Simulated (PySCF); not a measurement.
# Sc⁺ (scandium, charge +1) across methods

[Ar] 3d1 4s1, high-spin 3D determinant. Calculation: PySCF 2.14, in aug-cc-pVTZ; the non-relativistic Hamiltonian (point nucleus).

```json
{"method": "wB97X", "E (hartree)": "-760.376", "mean ε 3p β (eV)": "-45.061", "mean ε 3d α (eV)": "-14.654", "mean ε 4s α (eV)": "-12.283", "Σ⟨r²⟩ (bohr²)": "29.90", "⟨S²⟩": "2.001"}
{"method": "r2SCAN", "E (hartree)": "-760.347", "mean ε 3p β (eV)": "-40.838", "mean ε 3d α (eV)": "-11.168", "mean ε 4s α (eV)": "-10.271", "Σ⟨r²⟩ (bohr²)": "29.75", "⟨S²⟩": "2.001"}
{"method": "PBE0", "E (hartree)": "-760.200", "mean ε 3p β (eV)": "-42.479", "mean ε 3d α (eV)": "-12.397", "mean ε 4s α (eV)": "-10.756", "Σ⟨r²⟩ (bohr²)": "29.79", "⟨S²⟩": "2.001"}
{"method": "PW91", "E (hartree)": "-760.393", "mean ε 3p β (eV)": "-40.103", "mean ε 3d α (eV)": "-10.928", "mean ε 4s α (eV)": "-10.199", "Σ⟨r²⟩ (bohr²)": "29.76", "⟨S²⟩": "2.000"}
{"method": "r2SCANh", "E (hartree)": "-760.346", "mean ε 3p β (eV)": "-41.697", "mean ε 3d α (eV)": "-11.747", "mean ε 4s α (eV)": "-10.511", "Σ⟨r²⟩ (bohr²)": "29.73", "⟨S²⟩": "2.001"}
{"method": "LDA", "E (hartree)": "-758.428", "mean ε 3p β (eV)": "-40.108", "mean ε 3d α (eV)": "-10.775", "mean ε 4s α (eV)": "-10.324", "Σ⟨r²⟩ (bohr²)": "29.61", "⟨S²⟩": "2.000"}
{"method": "UHF", "E (hartree)": "-759.54260", "mean ε 3p β (eV)": "-48.651", "mean ε 3d α (eV)": "-16.528", "mean ε 4s α (eV)": "-12.228", "Σ⟨r²⟩ (bohr²)": "30.43", "⟨S²⟩": "2.002"}
{"method": "PBE", "E (hartree)": "-760.154", "mean ε 3p β (eV)": "-40.035", "mean ε 3d α (eV)": "-10.847", "mean ε 4s α (eV)": "-10.137", "Σ⟨r²⟩ (bohr²)": "29.81", "⟨S²⟩": "2.000"}
{"method": "B3LYP", "E (hartree)": "-760.404", "mean ε 3p β (eV)": "-41.979", "mean ε 3d α (eV)": "-12.087", "mean ε 4s α (eV)": "-10.682", "Σ⟨r²⟩ (bohr²)": "29.65", "⟨S²⟩": "2.000"}
```
